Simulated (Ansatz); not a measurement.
Consider the atomization: `N[Si](N)(Cl)Br` → Br• + Cl• + 4 H• + 2 N• + Si•.

Program: Ansatz. Geometries: PBE0-D4/def2-TZVP. ΔE: electronic, gas phase. CCSD(T)/CBS adds triple-zeta CCSD(T) − MP2 to the extrapolated MP2 energy (def2 sets, frozen cores). This one scheme is used for every species, atoms too. Functionals use def2-TZVPP. HSE06 is defined as in plane-wave codes. Open shells (•) are unrestricted, without spin–orbit coupling. Spin–orbit coupling would lower the free atoms: a little for Cl, Si; clearly for Br. Bonds to Br are less sure, by a few kJ/mol each and by 10 to 20 or more in all where they break to atoms, as the def2 sets lack core-valence functions. Scalar relativity is left out up to krypton. Each species was taken in one conformer, which may not be the lowest.

CCSD(T)/CBS gives +3121.9 kJ/mol.

Q: Another level gave +3041.2 kJ/mol. Which?
A. HSE06-D4/def2-TZVPP
B. PBE0/def2-TZVPP
C. MP2/def2-TZVPP
D. r2SCAN0/def2-TZVPP

A: D. r2SCAN0 3041.2, HSE06-D4 3105.4, PBE0 3079.3, MP2/def2-TZVPP 3070.0 kJ/mol.

Largest T1 diagnostic among the species: 0.012.

In def2-TZVPP, CCSD(T) changes the Hartree–Fock value by +864.7 kJ/mol (the triples alone add +55.6 kJ/mol) and MP2 by +939.7 kJ/mol; breaking electron pairs costs correlation energy, which Hartree–Fock lacks. From PBE to PBE0 (25 % exact exchange), in def2-TZVPP and without D4, ΔE moves by −56.3 kJ/mol: exact exchange takes away binding that semilocal exchange gives to molecules.

For atomizations the MP2-based limit and the directly extrapolated one differ by several kJ/mol either way, and by 10 to 25 for some Ge, Se and Sn compounds, so smaller differences from it don't rank the levels.
